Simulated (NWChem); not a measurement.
System: C$_{3}$H$_{9}$OSi, doublet; SMILES C[Si](C)(C)[O]

NWChem input:

```
start job
memory heap 200 mb stack 900 mb global 1100 mb
geometry units angstroms
  C     -0.611744     1.458105    -1.005493
  Si     0.035667     0.045715     0.170253
  C      1.534400    -0.659856    -0.849426
  C     -1.313778    -1.331347    -0.103994
  O      0.318705     0.442755     1.618000
  H     -0.792096     1.097753    -2.010209
  H     -1.528466     1.849911    -0.584989
  H      0.132030     2.243719    -1.024306
  H      1.903861    -1.537341    -0.335392
  H      1.250768    -0.918284    -1.861653
  H      2.311411     0.092958    -0.865822
  H     -1.462899    -1.548815    -1.153853
  H     -2.238533    -0.987821     0.329675
  H     -0.985791    -2.224111     0.420774
end
basis spherical
  * library def2-svp
end
dft
  odft
  mult 2
  xc pbe0
  iterations 150
end
driver
  maxiter 120
end
task dft optimize
task dft freq
```

Output (shortened):

```
             Northwest Computational Chemistry Package (NWChem) 7.3.0
             --------------------------------------------------------

 C1  symmetry detected

                             Geometry "geometry" -> ""
                             -------------------------

 Output coordinates in angstroms (scale by  1.889725989 to convert to a.u.)

  No.       Tag          Charge          X              Y              Z
 ---- ---------------- ---------- -------------- -------------- --------------
    1 C                    6.0000     1.51996275     0.88263448    -0.56777845
    2 Si                  14.0000    -0.00374969    -0.01027929     0.25524680
    3 C                    6.0000    -0.00125810    -1.72357383    -0.66583512
    4 C                    6.0000    -1.49414089     0.90061962    -0.60586307
    5 O                    8.0000    -0.02294211    -0.05363693     1.78216344
    6 H                    1.0000     1.45857614     0.87496419    -1.64852241
    7 H                    1.0000     1.54481538     1.90270663    -0.20784800
    8 H                    1.0000     2.41878744     0.37300101    -0.24663836
    9 H                    1.0000    -0.88807028    -2.26540055    -0.36467026
   10 H                    1.0000     0.01056218    -1.60582418    -1.74186065
   11 H                    1.0000     0.87400816    -2.27356911    -0.34621345
   12 H                    1.0000    -1.40252221     0.89666136    -1.68443790
   13 H                    1.0000    -1.51977224     1.91683694    -0.24823738
   14 H                    1.0000    -2.40773459     0.39554759    -0.30547453

 Effective nuclear repulsion energy (a.u.)     239.3453851197

                                Z-matrix (autoz)
                                --------

 Units are Angstrom for bonds and degrees for angles

      Type          Name      I     J     K     L     M      Value
      ----------- --------  ----- ----- ----- ----- ----- ----------
    1 Stretch                  1     2                       1.94843
    2 Stretch                  1     6                       1.08251
    3 Stretch                  1     7                       1.08200
    4 Stretch                  1     8                       1.08201
    5 Stretch                  2     3                       1.94519
    6 Stretch                  2     4                       1.94744
    7 Stretch                  2     5                       1.52765
    8 Stretch                  3     9                       1.08199
    9 Stretch                  3    10                       1.08251
   10 Stretch                  3    11                       1.08201
   11 Stretch                  4    12                       1.08247
   12 Stretch                  4    13                       1.07761
   13 Stretch                  4    14                       1.08627
   14 Bend                     1     2     3               101.69038
   15 Bend                     1     2     4               101.38243
   16 Bend                     1     2     5               116.42546
   17 Bend                     2     1     6               111.97000
   18 Bend                     2     1     7               108.02877
   19 Bend                     2     1     8               107.96317
   20 Bend                     2     3     9               107.95184
   21 Bend                     2     3    10               112.01728
   22 Bend                     2     3    11               107.99123
   23 Bend                     2     4    12               111.96876
   24 Bend                     2     4    13               108.21310
   25 Bend                     2     4    14               107.69175
   26 Bend                     3     2     4               101.74652
   27 Bend                     3     2     5               116.63509
   28 Bend                     4     2     5               116.46323
   29 Bend                     6     1     7               109.88255
   30 Bend                     6     1     8               109.88201
   31 Bend                     7     1     8               109.04062
   32 Bend                     9     3    10               109.88261
   33 Bend                     9     3    11               109.04059
   34 Bend                    10     3    11               109.88200
   35 Bend                    12     4    13               109.64168
   36 Bend                    12     4    14               110.18313
   37 Bend                    13     4    14               109.06814
   38 Torsion                  1     2     3     9        -173.48241
   39 Torsion                  1     2     3    10         -52.37553
   40 Torsion                  1     2     3    11          68.75691
   41 Torsion                  1     2     4    12          52.03963
   42 Torsion                  1     2     4    13         -68.91122
   43 Torsion                  1     2     4    14         173.31689
   44 Torsion                  3     2     1     6          52.35079
   45 Torsion                  3     2     1     7         173.47951
   46 Torsion                  3     2     1     8         -68.73349
   47 Torsion                  3     2     4    12         -52.61372
   48 Torsion                  3     2     4    13        -173.56457
   49 Torsion                  3     2     4    14          68.66354
   50 Torsion                  4     2     1     6         -52.34703
   51 Torsion                  4     2     1     7          68.78169
   52 Torsion                  4     2     1     8        -173.43131
   53 Torsion                  4     2     3     9         -69.07155
   54 Torsion                  4     2     3    10          52.03533
   55 Torsion                  4     2     3    11         173.16777
   56 Torsion                  5     2     1     6        -179.76657
   57 Torsion                  5     2     1     7         -58.63785
   58 Torsion                  5     2     1     8          59.14914
   59 Torsion                  5     2     3     9          58.76980
   60 Torsion                  5     2     3    10         179.87668
   61 Torsion                  5     2     3    11         -58.99088
   62 Torsion                  5     2     4    12         179.43461
   63 Torsion                  5     2     4    13          58.48376
   64 Torsion                  5     2     4    14         -59.28813

                           NWChem Geometry Optimization
                           ----------------------------

 maximum gradient threshold         (gmax) =   0.000450
 rms gradient threshold             (grms) =   0.000300
 maximum cartesian step threshold   (xmax) =   0.001800
 rms cartesian step threshold       (xrms) =   0.001200
 fixed trust radius                (trust) =   0.300000
 source of zmatrix                         =   autoz

          -------------------
          Energy Minimization
          -------------------

 Using diagonal initial Hessian
 Scaling for Hessian diagonals: bonds = 1.00  angles = 0.25  torsions = 0.10

          --------
          Step   0

                                 NWChem DFT Module
                                 -----------------

 Summary of "ao basis" -> "ao basis" (spherical)
 ------------------------------------------------------------------------------
       Tag                 Description            Shells   Functions and Types
 ---------------- ------------------------------  ------  ---------------------
 C                          def2-svp                 6       14   3s2p1d
 Si                         def2-svp                 8       18   4s3p1d
 O                          def2-svp                 6       14   3s2p1d
 H                          def2-svp                 3        5   2s1p

            General Information
            -------------------
          SCF calculation type: DFT
          Wavefunction type:  spin polarized.
          No. of atoms     :    14
          No. of electrons :    49
           Alpha electrons :    25
            Beta electrons :    24
          Charge           :     0
          Spin multiplicity:     2
          Use of symmetry is: off; symmetry adaption is: off
          Maximum number of iterations: 150
          AO basis - number of functions:   119
                     number of shells:    59
          Convergence on energy requested:  1.00D-06
          Convergence on density requested:  1.00D-05
          Convergence on gradient requested:  5.00D-04

              XC Information
              --------------
                         PBE0 Method XC Functional
                     Hartree-Fock (Exact) Exchange  0.250
          PerdewBurkeErnzerhof Exchange Functional  0.750
            Perdew 1991 LDA Correlation Functional  1.000 local
           PerdewBurkeErnz. Correlation Functional  1.000 non-local

             Grid Information
             ----------------
          Grid used for XC integration:  medium
          Radial quadrature: Mura-Knowles
          Angular quadrature: Lebedev.
          Tag              B.-S. Rad. Rad. Pts. Rad. Cut. Ang. Pts.
          ---              ---------- --------- --------- ---------
          C                   0.70       49          11.0       434
          Si                  1.10       88           8.0       590
          O                   0.60       49          10.0       434
          H                   0.35       45          12.0       434
          Grid pruning is: on
          Number of quadrature shells:   689
          Spatial weights used:  Erf1

      Superposition of Atomic Density Guess
      -------------------------------------

 Sum of atomic energies:        -480.79764086

      Non-variational initial energy
      ------------------------------

 Total energy =    -483.373024
 1-e energy   =   -1134.252207
 2-e energy   =     411.533798
 HOMO         =      -0.333178
 LUMO         =       0.070960

[...]

      ----------------------
      Optimization converged
      ----------------------

  Step       Energy      Delta E   Gmax     Grms     Xrms     Xmax
  ---- ---------------- -------- -------- -------- -------- --------
@   10    -483.85780688 -4.5D-07  0.00004  0.00001  0.00048  0.00125
                                     ok       ok       ok       ok

                                Z-matrix (autoz)
                                --------

 Units are Angstrom for bonds and degrees for angles

[...]

 Rotational Constants
 --------------------
 A=   0.116026 cm-1  (  0.166932 K)
 B=   0.114170 cm-1  (  0.164262 K)
 C=   0.102270 cm-1  (  0.147141 K)

 Temperature                      =   298.15K
 frequency scaling parameter      =   1.0000

 Zero-Point correction to Energy  =   70.623 kcal/mol  (  0.112546 au)
 Thermal correction to Energy     =   76.015 kcal/mol  (  0.121138 au)
 Thermal correction to Enthalpy   =   76.608 kcal/mol  (  0.122082 au)

 Total Entropy                    =   87.333 cal/mol-K
   - Translational                =   39.354 cal/mol-K (mol. weight =  89.0423)
   - Rotational                   =   26.567 cal/mol-K (symmetry #  =        1)
   - Vibrational                  =   21.411 cal/mol-K

 Cv (constant volume heat capacity) =   29.442 cal/mol-K
   - Translational                  =    2.979 cal/mol-K
   - Rotational                     =    2.979 cal/mol-K
   - Vibrational                    =   23.483 cal/mol-K

[normal modes left out]

 ----------------------------------------------------------------------------
 Normal Eigenvalue ||           Projected Infra Red Intensities
  Mode   [cm**-1]  || [atomic units] [(debye/angs)**2] [(KM/mol)] [arbitrary]
 ------ ---------- || -------------- ----------------- ---------- -----------
    1       -0.000 ||    0.000268           0.006         0.261       0.235
    2        0.000 ||    0.000552           0.013         0.538       0.484
    3        0.000 ||    0.000796           0.018         0.776       0.698
    4        0.000 ||    0.000888           0.020         0.865       0.779
    5        0.000 ||    0.000007           0.000         0.007       0.006
    6        0.000 ||    0.000532           0.012         0.519       0.467
    7      129.477 ||    0.000002           0.000         0.002       0.002
    8      144.333 ||    0.000008           0.000         0.007       0.007
    9      154.181 ||    0.000134           0.003         0.131       0.118
   10      169.875 ||    0.000332           0.008         0.323       0.291
   11      190.620 ||    0.001132           0.026         1.103       0.994
   12      228.018 ||    0.000614           0.014         0.598       0.539
   13      234.546 ||    0.006116           0.141         5.963       5.370
   14      242.827 ||    0.012695           0.293        12.376      11.145
   15      605.474 ||    0.000128           0.003         0.124       0.112
   16      664.792 ||    0.002311           0.053         2.252       2.028
   17      676.609 ||    0.000374           0.009         0.365       0.329
   18      686.938 ||    0.000226           0.005         0.220       0.198
   19      705.228 ||    0.014561           0.336        14.194      12.783
   20      727.390 ||    0.012928           0.298        12.603      11.350
   21      779.833 ||    0.013402           0.309        13.065      11.766
   22      847.694 ||    0.075094           1.732        73.205      65.926
   23      854.625 ||    0.110532           2.550       107.752      97.038
   24      902.162 ||    0.120668           2.784       117.633     105.936
   25     1240.015 ||    0.016809           0.388        16.387      14.757
   26     1252.767 ||    0.021300           0.491        20.764      18.699
   27     1264.198 ||    0.017782           0.410        17.335      15.611
   28     1410.946 ||    0.000023           0.001         0.023       0.020
   29     1419.397 ||    0.000425           0.010         0.414       0.373
   30     1424.841 ||    0.001496           0.035         1.459       1.314
   31     1426.009 ||    0.002534           0.058         2.471       2.225
   32     1429.611 ||    0.006839           0.158         6.667       6.004
   33     1442.224 ||    0.012738           0.294        12.418      11.183
   34     3054.924 ||    0.003852           0.089         3.755       3.382
   35     3056.760 ||    0.001802           0.042         1.756       1.582
   36     3059.220 ||    0.002285           0.053         2.228       2.006
   37     3156.384 ||    0.000472           0.011         0.460       0.415
   38     3158.108 ||    0.005899           0.136         5.751       5.179
   39     3164.285 ||    0.001319           0.030         1.286       1.158
   40     3167.922 ||    0.003357           0.077         3.272       2.947
   41     3169.235 ||    0.003190           0.074         3.110       2.801
   42     3183.943 ||    0.001984           0.046         1.934       1.742
 ----------------------------------------------------------------------------
```

Level: PBE0/def2-SVP, spin-unrestricted. The radical's symmetric form is orbitally degenerate, so geometry and low modes hang on which distorted state is reached.
